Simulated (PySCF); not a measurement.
Two species compared at the same levels of theory.

First species: C5H5ClF4O.
Numbering: `[CH3:1][C@:2]([F:3])([CH2:4][C:5]([F:6])([F:7])[F:8])[C:9](=[O:10])[Cl:11]` (hydrogens: H12, H13, H14 on C1; H15, H16 on C4)

Second species: C5H15NOSi2.
SMILES with atom numbers: `[CH3:1][CH2:2]/[CH:3]=[CH:4]/[CH2:5][Si@H:6]([OH:7])[NH:8][SiH3:9]` (hydrogens: H10, H11, H12 on C1; H13, H14 on C2; H15 on C3; H16 on C4; H17, H18 on C5; H19 on Si6; H20 on O7; H21 on N8; H22, H23, H24 on Si9)

Levels: PBE0/pcSseg-1 for HOMO energy, LUMO energy and HOMO–LUMO gap. Geometries: GFN2-xTB. Each structure is a single optimised conformer of the isolated species, non-relativistic unless stated; the electronic structure was computed with PySCF and density fitting.

Dipoles, sizes and rotational constants follow the conformer. The torsions of the flexible species, by atom-mapped SMILES:
- `[CH3:1][C@:2]([F:3])([CH2:4][C:5]([F:6])([F:7])[F:8])[C:9](=[O:10])[Cl:11]`: C1–C2–C4–C5 170°, C2–C4–C5–F6 46°, C1–C2–C9–O10 76°

The conformers of `CC/C=C/C[Si@H](O)N[SiH3]` aren't listed.

```
     property  column X  column Y
  HOMO energy  -6.61 eV  -8.85 eV
  LUMO energy   0.46 eV  -1.53 eV
HOMO–LUMO gap   7.07 eV   7.32 eV
```

Which column belongs to which species?

Column X is the second species and column Y the first. The first has 16 atoms and 96 electrons, the second 24 and 88.

How does each property change from the first species to the second?

HOMO energy +2.24 eV; LUMO energy +1.99 eV; HOMO–LUMO gap -0.25 eV.

